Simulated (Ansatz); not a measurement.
**Pulling the pair apart**

The pair of HF (SMILES F, atoms 1–2) and H2Te (SMILES [TeH2], atoms 3–5), both closed shells, in one local arrangement (a lower one may exist), relaxed at PBE0-D4/def2-TZVP:

```xyz
5
angstrom
F -0.3466 0.4483 -2.3009
H -0.0855 0.3934 -1.4058
Te 0.6574 0.2725 1.0483
H -0.9009 0.2688 1.6076
H 0.6757 -1.3831 1.0508
```

H2Te is shifted rigidly along the line between the mean atom positions of the two fragments (negative: closer). Counterpoise interaction energies in kcal/mol. Computed with Ansatz 0.2.0 (basis: def2-TZVPPD); correlated methods freeze the cores. Filled d shells of the heavier atoms are correlated. Core potentials replace the inner electrons of the atoms past krypton. The def2 sets are not built for correlating such inner shells, so the correlated values are less sure here. B3LYP uses VWN-RPA correlation.

| shift (Å) | PBE-D4 | B3LYP-D4 | MP2 |
| --- | --- | --- | --- |
| -0.26 | -5.22 | -3.90 | -2.44 |
| -0.13 | -5.87 | -4.78 | -3.44 |
| 0.00 | -5.99 | -5.07 | -3.87 |
| 0.13 | -5.78 | -5.01 | -3.95 |
| 0.31 | -5.20 | -4.58 | -3.72 |
| 0.64 | -3.90 | -3.47 | -2.92 |
| 1.28 | -1.98 | -1.73 | -1.58 |
| 2.57 | -0.51 | -0.44 | -0.49 |

(1) What does CCSD(T) give at these shifts? (An estimate is asked for; the value comes from the calculation.)

The T1 diagnostic stays at or below 0.011.

## Answers

(1) Computed: -2.09, -3.21, -3.72, -3.84, -3.67, -2.92, -1.59, -0.49 kcal/mol. For zero shift, CCSD(T) at an estimated basis limit (MP2 extrapolated from triple and quadruple zeta, plus CCSD(T) − MP2 in triple zeta) gives -4.15 kcal/mol. These are counterpoise interaction energies, counted from the two frozen fragments.

For scale, one of the runs: CCSD(T)/def2-TZVPPD, 150 basis functions, launched by `ansatz run in.yaml --threads 2 --pin off --events-out ev --progress --plain --max-ram 5222MiB`. The run took 28 s on 2 CPU threads of an Intel Xeon Platinum 8488C (shared host), with 1.1 GiB of host memory at its peak.
